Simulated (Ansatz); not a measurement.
Z-matrix (Å, degrees):
```
C
O 1 1.399
H 1 1.098 2 110.5
H 1 1.101 2 114.0 3 -120.7
H 1 1.098 2 110.3 3 118.8
In 2 1.990 1 123.4 3 118.1
S 6 2.373 2 107.3 1 -179.3
C 6 2.135 2 120.8 1 0.7
H 7 1.345 6 91.2 2 0.1
H 8 1.090 6 109.4 2 46.7
H 8 1.089 6 110.2 2 167.4
H 8 1.091 6 109.3 2 -72.5
```

The species carries charge 0 and has multiplicity 1. In takes the def2 core potential.

Q: List the ωB97M-V/def2-TZVPP orbital energies in eV (the Gaussian-basis code of Ansatz). (An estimate is asked.)

A: Ansatz gave: Occupied: -2426.53, -525.14, -282.21, -281.71, -220.50, -163.60, -163.53, -163.44, -131.33, -87.80, -87.54, -87.49, -29.81, -24.55, -24.28, -24.15, -24.11, -24.11, -22.20, -21.98, -20.71, -15.32, -14.49, -14.24, -14.10, -14.07, -13.51, -12.11, -10.34, -9.96, -9.87, -9.42. Lowest empty: 0.56, 0.83, 1.57, 1.69, 2.68, 2.81, 3.75, 4.11.
